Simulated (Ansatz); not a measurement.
System: sum formula H8Si2N2O (charge 0, singlet). 
Coordinates optimised at B3LYP-D3(BJ)/def2-TZVP (Ansatz, a quantum-chemistry and plane-wave program):
```xyz
13

N      2.4636     0.4837     0.1119
Si     1.4059    -0.8536    -0.0272
O     -0.1418    -0.5062    -0.4425
Si    -1.6445    -0.0540     0.0332
N     -1.9018     1.6281     0.2079
H      2.8049     0.9769    -0.6975
H      2.4767     1.0666     0.9330
H      1.9330    -1.7234    -1.0962
H      1.3899    -1.5179     1.2953
H     -2.5684    -0.5355    -1.0118
H     -1.9109    -0.6608     1.3565
H     -1.5990     2.1290     1.0275
H     -1.9841     2.2383    -0.5894
```
Charge 0, spin multiplicity 1.

Basis-set convergence of Hartree-Fock and CCSD(T) correlation energies (hartree) with Ansatz. Correlated levels leave the core frozen unless marked. Spin-orbit coupling is left out. No relativistic terms.

| basis | functions | E(HF) | E(corr, CCSD(T)) |
|---|---|---|---|
| aug-cc-pV(D+d)Z | 205 | -766.48231 | -0.85093 |
| aug-cc-pV(T+d)Z | 432 | ? | ? |

Q: What belongs in the gaps?

A: 
- aug-cc-pV(T+d)Z, E(HF): -766.57497
- aug-cc-pV(T+d)Z, E(corr, CCSD(T)): -1.01213
